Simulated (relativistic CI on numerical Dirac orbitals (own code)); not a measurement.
**Ni³⁺ in a cubic cluster: L2,3 absorption with charge transfer**

Computed with a charge-transfer multiplet model of a cubic metal-ligand cluster with up to 2 ligand holes, Slater and spin-orbit integrals from Dirac-Coulomb-Breit ions, Slater integrals scaled by 0.8. The ground state mixes d7 with configurations of k ligand holes L, whose averages lie at kΔ + k(k − 1)U_dd/2; a core hole lowers each added d electron by U_cd. 300 K, Lorentzian 0.4 eV and Gaussian 0.3 eV FWHM.

Atomic integrals in eV (Slater integrals scaled, ζ unscaled), ground: F2dd 10.578, F4dd 6.603, zeta_d 0.089; with the core hole: F2dd 11.178, F4dd 6.982, zeta_d 0.114, zeta_core 11.406, F2cd 6.704, G1cd 5.115, G3cd 2.909.

Cluster parameters (eV): U_dd = 6.2, U_cd = 7.7, 10Dq = 1.85, 10Dq(ligand) = 0, V(eg) = 1.95, V(t2g) = -1.07, final-state hopping factor = 1.

Weights, n_d and S are thermal averages at 300 K. Photon energies count from the first peak over 30 % of the highest in each spectrum, which can be another peak from case to case. The parameters are a model scan and need not match a compound or its usual spin state. Peaks in eV (height, largest 100): 0.0 (45), 0.9 (44), 2.6 (100), 3.8 (93), 5.2 (16), 6.9 (10), 20.0 (24), 20.8 (28), 21.6 (18), 22.5 (12).

Question: Which parameters give this spectrum?
A. Δ = 5.8 eV
B. Δ = 4.8 eV
C. Δ = 1.8 eV
D. Δ = 2.8 eV
E. Δ = 3.8 eV

Answer: E. Δ = 3.8 eV; the ground state then has 7.20 d electrons and S = 1.25. The choice follows from running the model for each set and comparing peak positions and heights.
